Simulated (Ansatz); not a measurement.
Species: C2H7Al, SMILES `[CH3][AlH][CH3]` (charge 0, multiplicity 1), formula C₂H₇Al.

### Question
How many basis functions does frozen-core CCSD(T)/cc-pVQZ // M06-2X/def2-TZVP (Ansatz, a first-principles code) use, how many core orbitals are frozen, and how many electrons are correlated?

### Answer
379 basis functions and 7 frozen orbitals, which leaves 18 correlated electrons. Core time is of the order of hours.
